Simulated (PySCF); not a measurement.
C2H8SiZn. Atoms are numbered in the order given.

```xyz
12

Zn     0.1610    -0.1113    -0.0074
C     -0.3669    -1.2462    -1.5277
C     -1.7473    -0.9396    -2.1284
H     -0.3260    -2.3004    -1.1945
H      0.4129    -1.1534    -2.3071
H     -1.8109     0.0944    -2.5072
H     -2.5550    -1.0609    -1.3869
H     -1.9876    -1.6067    -2.9759
Si     0.8035     1.2641     1.8356
H      0.2346     0.7848     3.1340
H      0.3510     2.6816     1.6769
H      2.2874     1.3159     2.0214
```
Charge 0, spin multiplicity 1.

Geometry: TPSSh-D3(BJ)/def2-SVP. The structure was generated by enumeration; whether it is a known compound was not checked. Other conformers were not sampled.

Calculation: TPSSh-D3(BJ)/def2-SVP run with PySCF 2.14.0.

Frequencies are harmonic and unscaled.

A small imaginary wavenumber (i) marks a very flat motion, where grid noise or a shallow saddle decides the sign.

```
mode  ν (cm⁻¹)  IR (km/mol)  Raman (Å⁴/amu)  depolarisation  moving atoms (share of kinetic energy)
----  --------  -----------  --------------  --------------  --------------------------------------
1           7i          0.0             0.0               –                           H 89 %, C 8 %
2           65          2.1             0.3            0.65        Zn 32 %, C 25 %, Si 21 %, H 21 %
3           89          3.4             0.1            0.75        H 37 %, Zn 33 %, C 17 %, Si 13 %
4          210          5.9             4.4            0.28                 C 54 %, H 23 %, Zn 15 %
5          232          1.7             0.1            0.75                          H 86 %, C 11 %
6          302          6.3            33.5            0.24        Si 59 %, Zn 21 %, H 11 %, C 10 %
7          423          6.8             1.7            0.75                         H 88 %, Si 10 %
8          429          4.4             1.7            0.63                         H 83 %, Si 11 %
9          519         35.5            16.6            0.24                 C 55 %, Zn 23 %, H 21 %
10         604         14.2             0.7            0.75                          H 79 %, C 19 %
11         881        275.5             2.0            0.69                          H 91 %, Si 9 %
12         921          0.3             0.2            0.75                                  H 93 %
13         950         30.5            32.3            0.74                                  H 97 %
14         951         37.9            34.0            0.75                                  H 98 %
15         956          9.4             5.3            0.39                          H 87 %, C 13 %
16        1021         10.6             9.8            0.75                          C 78 %, H 22 %
17        1206          9.3            48.9            0.28                          H 65 %, C 35 %
18        1249          1.0             2.6            0.75                          H 77 %, C 23 %
19        1406         11.1             8.7            0.61                          H 83 %, C 17 %
20        1444          0.5            17.5            0.73                           H 91 %, C 9 %
21        1492          0.8            15.4            0.70                                  H 96 %
22        1502          5.1            23.6            0.75                                  H 97 %
23        2206         95.9           263.7            0.00                                  H 99 %
24        2211        118.5           152.8            0.75                                  H 96 %
25        2211        119.1           153.3            0.75                                  H 96 %
26        3005         55.6            84.3            0.54                                  H 96 %
27        3011         39.6           267.7            0.02                                  H 96 %
28        3051         10.5           139.4            0.75                           H 91 %, C 9 %
29        3075         36.0           156.7            0.67                           H 91 %, C 9 %
30        3094         44.6            38.3            0.75                           H 91 %, C 9 %
```
